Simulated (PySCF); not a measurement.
Species: C6H6O2S.
Bonds: C1–C2 (double), C2–C3, C3–C4 (double), C4–S5, S5–O6 (double), S5–O7 (double), S5–C8, C8–C9 (double), C3–C9. Hydrogens: H10, H11 on C1; H12 on C2; H13 on C4; H14 on C8; H15 on C9.

A GFN2-xTB structure was refined with PBE/def2-SV(P) geometry optimisation, gas phase in PySCF. Its GFN2-xTB values:

```tsv
coordinate	GFN2-xTB
C1=C2	1.328 Å
C1–H10	1.076 Å
C1–H11	1.076 Å
C2–C3	1.454 Å
C2–H12	1.082 Å
C3=C4	1.337 Å
C3–C9	1.473 Å
C4–S5	1.792 Å
C4–H13	1.071 Å
S5=O6	1.436 Å
S5=O7	1.436 Å
S5–C8	1.800 Å
C8=C9	1.322 Å
C8–H14	1.070 Å
C9–H15	1.078 Å
C2–C3–C9	122.5°
C3–C4–S5	109.5°
C3–C9–C8	116.0°
C4–C3–C9	113.7°
C4–S5–O7	111.1°
C4–S5–C8	92.3°
S5–C8–C9	108.5°
O6–S5–O7	117.7°
```

Question: How do these coordinates change at the PBE/def2-SV(P) level?

Answer: 
```json
{"coordinate": "S5=O7", "PBE/def2-SV(P) (Å or °)": "1.481", "change": "+0.045"}
{"coordinate": "S5=O6", "PBE/def2-SV(P) (Å or °)": "1.481", "change": "+0.045"}
{"coordinate": "C8–H14", "PBE/def2-SV(P) (Å or °)": "1.099", "change": "+0.029"}
{"coordinate": "C4–H13", "PBE/def2-SV(P) (Å or °)": "1.099", "change": "+0.028"}
{"coordinate": "C1–H10", "PBE/def2-SV(P) (Å or °)": "1.104", "change": "+0.028"}
{"coordinate": "C1–H11", "PBE/def2-SV(P) (Å or °)": "1.103", "change": "+0.027"}
{"coordinate": "C3=C4", "PBE/def2-SV(P) (Å or °)": "1.363", "change": "+0.026"}
{"coordinate": "C1=C2", "PBE/def2-SV(P) (Å or °)": "1.354", "change": "+0.026"}
{"coordinate": "C8=C9", "PBE/def2-SV(P) (Å or °)": "1.347", "change": "+0.025"}
{"coordinate": "C9–H15", "PBE/def2-SV(P) (Å or °)": "1.101", "change": "+0.023"}
{"coordinate": "C2–H12", "PBE/def2-SV(P) (Å or °)": "1.105", "change": "+0.023"}
{"coordinate": "C3–C9", "PBE/def2-SV(P) (Å or °)": "1.494", "change": "+0.021"}
{"coordinate": "S5–C8", "PBE/def2-SV(P) (Å or °)": "1.808", "change": "+0.008"}
{"coordinate": "C2–C3", "PBE/def2-SV(P) (Å or °)": "1.459", "change": "+0.005"}
{"coordinate": "C4–S5", "PBE/def2-SV(P) (Å or °)": "1.795", "change": "+0.003"}
{"coordinate": "O6–S5–O7", "PBE/def2-SV(P) (Å or °)": "119.8", "change": "+2.1"}
{"coordinate": "C3–C4–S5", "PBE/def2-SV(P) (Å or °)": "110.9", "change": "+1.4"}
{"coordinate": "S5–C8–C9", "PBE/def2-SV(P) (Å or °)": "109.9", "change": "+1.4"}
{"coordinate": "C3–C9–C8", "PBE/def2-SV(P) (Å or °)": "114.9", "change": "-1.1"}
{"coordinate": "C4–C3–C9", "PBE/def2-SV(P) (Å or °)": "112.6", "change": "-1.1"}
{"coordinate": "C2–C3–C9", "PBE/def2-SV(P) (Å or °)": "123.5", "change": "+1.0"}
{"coordinate": "C4–S5–C8", "PBE/def2-SV(P) (Å or °)": "91.7", "change": "-0.6"}
{"coordinate": "C4–S5–O7", "PBE/def2-SV(P) (Å or °)": "110.5", "change": "-0.6"}
```

The energy falls by 6.6 kcal/mol over 7 energy and gradient evaluations, the largest force component goes from 0.0439 to 2.8e-04 Eh/bohr, and the atoms move by 0.050 Å rms after alignment. Among the bonds, S5=O6 and S5=O7 change most and about equally (+0.045 Å). Bonds longer at the end by more than 0.005 Å: 13 of 15; shorter: 0. Rotational constants go from 3819, 898.7, 845.1 to 3664, 871.9, 825.0 MHz.

The run used 142 basis functions and 58 SCF cycles in all. The run took 85 s wall on one thread, Arm Neoverse V1 (aarch64), shared host with 32 logical CPUs at a one-minute load of 9.5, and the process peaked at 0.66 GiB of memory.

No frequency check. One conformer, not necessarily the lowest.

Conformer computed: `[CH2:1]=[CH:2][C:3]1=[CH:4][S:5](=[O:6])(=[O:7])[CH:8]=[CH:9]1`: C1–C2–C3–C4 -179°.
